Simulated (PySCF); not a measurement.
Molecule: phenylsilane, C6H8Si.

Molfile (atoms numbered from 1):
```
C6H8Si
     RDKit          3D

 15 15  0  0  0  0  0  0  0  0999 V2000
    2.5303   -0.0419    0.2446 Si  0  0  0  0  0  4  0  0  0  0  0  0
    0.6597   -0.0283    0.0723 C   0  0  0  0  0  0  0  0  0  0  0  0
   -0.0586   -1.2185   -0.1129 C   0  0  0  0  0  0  0  0  0  0  0  0
   -1.4474   -1.2075   -0.2419 C   0  0  0  0  0  0  0  0  0  0  0  0
   -2.1425   -0.0012   -0.1870 C   0  0  0  0  0  0  0  0  0  0  0  0
   -1.4447    1.1928   -0.0031 C   0  0  0  0  0  0  0  0  0  0  0  0
   -0.0579    1.1775    0.1250 C   0  0  0  0  0  0  0  0  0  0  0  0
    3.1737    0.7572   -0.8441 H   0  0  0  0  0  0  0  0  0  0  0  0
    3.0213   -1.4509    0.1695 H   0  0  0  0  0  0  0  0  0  0  0  0
    2.9508    0.5524    1.5514 H   0  0  0  0  0  0  0  0  0  0  0  0
    0.4734   -2.1732   -0.1575 H   0  0  0  0  0  0  0  0  0  0  0  0
   -1.9887   -2.1459   -0.3855 H   0  0  0  0  0  0  0  0  0  0  0  0
   -3.2306    0.0099   -0.2877 H   0  0  0  0  0  0  0  0  0  0  0  0
   -1.9856    2.1413    0.0403 H   0  0  0  0  0  0  0  0  0  0  0  0
    0.4718    2.1244    0.2683 H   0  0  0  0  0  0  0  0  0  0  0  0
  1  2  1  0
  2  3  2  0
  3  4  1  0
  4  5  2  0
  5  6  1  0
  6  7  2  0
  7  2  1  0
  1  8  1  0
  1  9  1  0
  1 10  1  0
  3 11  1  0
  4 12  1  0
  5 13  1  0
  6 14  1  0
  7 15  1  0
M  END
```

Geometry PBE0-D3(BJ)/def2-SVP throughout; GIAO in PySCF 2.14, gas phase, one conformer, non-relativistic; equivalent atoms averaged; functional PBE0.

Task: How do the absolute shieldings σ depend on the basis set? (ppm; last column core-seconds on shared hosts with different chips, so compare them loosely)

Result: 
```tsv
basis set	functions	Si1	C3/C7	C2	C5	C4/C6	H11/H15	H12/H14	H13	H8/H9/H10	core-s
STO-3G	47	581.0	119.2	121.6	124.2	124.4	25.56	25.59	25.61	30.15	4.1
pcSseg-0	83	445.2	47.0	60.2	53.6	55.3	25.37	25.54	25.55	28.08	27
6-31G	83	479.1	67.1	74.2	73.8	75.4	24.88	25.21	25.24	28.21	8
6-31G*	118	448.8	63.4	72.7	70.1	72.3	24.38	24.69	24.67	27.24	12
cc-pVDZ	142	476.4	60.7	68.1	67.2	68.8	23.68	23.97	23.94	26.81	51
def2-SVP	142	471.4	59.3	67.8	65.8	67.6	23.83	24.09	24.09	26.81	47
pcSseg-1	166	415.7	42.4	50.7	49.0	50.8	23.55	23.80	23.79	26.72	33
aug-cc-pVDZ	237	471.3	60.5	65.8	66.4	68.0	23.49	23.79	23.73	26.75	98
6-311+G(2d,p)	245	408.4	46.5	53.9	52.9	54.7	23.60	23.91	23.86	26.72	34
def2-TZVP	271	395.1	44.9	51.9	51.4	53.4	23.59	23.88	23.85	26.67	130
cc-pVTZ	326	415.8	46.4	53.9	52.9	54.7	23.43	23.73	23.69	26.71	160
```

Task: Which nucleus moves most, in ppm?

Result: Si1 (silicon bonded to C, 3 H): from 395.1 ppm with def2-TZVP to 581.0 ppm with STO-3G. The smallest spread is 1.86 ppm, at H12/H14. Proton shifts span only some 12 ppm, so a few tenths of a ppm matter as much there as several ppm in carbon.

Task: Taking the largest basis, cc-pVTZ (326 functions), as the yardstick, rank the others by their worst heavy-atom deviation.

Result: pcSseg-1 4.0 ppm (166 functions), 6-311+G(2d,p) 7.5 ppm (245 functions), def2-TZVP 20.7 ppm (271 functions), pcSseg-0 29.3 ppm (83 functions), 6-31G* 32.9 ppm (118 functions), aug-cc-pVDZ 55.4 ppm (237 functions), def2-SVP 55.6 ppm (142 functions), cc-pVDZ 60.6 ppm (142 functions), 6-31G 63.3 ppm (83 functions), STO-3G 165.2 ppm (47 functions).

A small basis that lands close on one nucleus may do so by chance; judge by the trend and by all nuclei.
